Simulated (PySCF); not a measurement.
# Mayer bond orders and bond lengths

B₂H₅O₂ (charge -1).
SMILES with atom numbers: `[BH3-:1][B:2]([OH:3])[OH:4]` (hydrogens: H5, H6, H7 on B1; H8 on O3; H9 on O4)

Structure used (PBE0-D3(BJ)/def2-SVP), in Å, numbered top down from 1:
```
atom  x, y, z in Å
B1     0.9953   -0.1917    0.0587
B2    -0.6842    0.1342   -0.0718
O3    -1.6858   -0.8074    0.1695
O4    -1.2259    1.3830   -0.3758
H5     1.2751   -1.3544   -0.3162
H6     1.3097   -0.1057    1.2685
H7     1.6969    0.6289   -0.5781
H8    -1.2070   -1.6206    0.3528
H9    -0.4574    1.9396   -0.5301
```

Bond orders from the PBE0/pcSseg-1 density (PySCF). Isolated species at its PBE0-D3(BJ)/def2-SVP geometry (one conformer only). The pcSseg-1 basis has no diffuse functions, a weakness for an anion.

Task: Where do the orders between heavy atoms depart from those drawn in the SMILES?

Result: The largest departure is 0.127, at B2–O3 (drawn single, 1.127) and B2–O4 (drawn single, 1.126). Drawn single, order above 1.12: B2–O3 (1.127) and B2–O4 (1.126). The SMILES, with its formal charges, is one Lewis structure only.

Task: Set the Mayer orders of the bonds beside their lengths.

Result: 
```json
{"bond": "B1–B2", "drawn as": "single", "length (Å)": "1.716", "Mayer order": "1.101"}
{"bond": "B2–O3", "drawn as": "single", "length (Å)": "1.396", "Mayer order": "1.127"}
{"bond": "B2–O4", "drawn as": "single", "length (Å)": "1.395", "Mayer order": "1.126"}
{"bond": "B1–H5", "drawn as": "single", "length (Å)": "1.253", "Mayer order": "0.931"}
{"bond": "B1–H6", "drawn as": "single", "length (Å)": "1.253", "Mayer order": "0.928"}
{"bond": "B1–H7", "drawn as": "single", "length (Å)": "1.253", "Mayer order": "0.930"}
{"bond": "O3–H8", "drawn as": "single", "length (Å)": "0.961", "Mayer order": "0.960"}
{"bond": "O4–H9", "drawn as": "single", "length (Å)": "0.961", "Mayer order": "0.958"}
```

Task: Sum the orders of all bonds at each heavy atom with more than one neighbour and set the sums beside the valence in the SMILES.

Result: B1 3.890 (drawn 4), B2 3.354 (drawn 3), O3 2.087 (drawn 2), O4 2.084 (drawn 2). Orders between atoms that aren't bonded are not in these sums.

The Mayer order sums products of elements of PS (density times overlap matrix) between the two atoms' basis functions, so it depends on the basis set.

These values come from a run that also computed NMR shieldings. Time: 4.0 s of wall time. Hardware: one thread of an Arm Neoverse V2, on a shared host.
